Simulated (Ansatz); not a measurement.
Program: Ansatz. Geometries: PBE0-D4/def2-TZVP. ΔE: electronic, gas phase. CCSD(T)/CBS is the MP2 limit (def2-TZVPP, def2-QZVPP) plus CCSD(T) − MP2 in def2-TZVPP, frozen cores. DFT in def2-TZVPP. For Br outer-core shells are correlated without core-valence functions, which leaves a few kJ/mol of doubt a bond. Scalar relativity is left out up to krypton. One conformer a species, not always the lowest.

Consider the formal exchange of groups at the Si–Br bond: `N[Si](O)(Cl)Br` + `CC(=N)C(C)=O` → `C[Si](N)(O)Cl` + `CC(=O)C(=N)Br`.

CCSD(T)/CBS gives +1.09 eV.

(1) Another level gave +0.91 eV. Which?
A. BHLYP/def2-TZVPP
B. r2SCAN0-D4/def2-TZVPP
C. PBE/def2-TZVPP
D. r2SCANh-D4/def2-TZVPP

(2) What do rigid-rotor, harmonic-oscillator terms from PBE0-D4/def2-TZVP frequencies (298.15 K, 1 bar) make of the CCSD(T)/CBS value? (Estimate.)

Largest T1 diagnostic among the species: 0.013.

Results:

(1) C. PBE 0.91, r2SCAN0-D4 1.08, r2SCANh-D4 1.02, BHLYP 1.13 eV.

(2) Computed: ΔZPE = -0.06 eV, ΔH = +1.04 eV, ΔS = 5 J/(mol·K), ΔG = +1.02 eV. Modes under 50 cm⁻¹ make the entropy rough.

Leaving LDA and LC-ωPBE aside and taking each functional with its dispersion term where it has one, the values, not all of them listed here, spread over 0.26 eV, from BLYP-D4 to BHLYP-D4. LDA lies +0.05 eV from PBE without D4. From r2SCAN to r2SCAN0 (25 % exact exchange), in def2-TZVPP and without D4, ΔE moves by +0.10 eV. In def2-TZVPP, CCSD(T) changes the Hartree–Fock value by −0.24 eV (the triples alone add −0.05 eV) and MP2 by −0.24 eV.
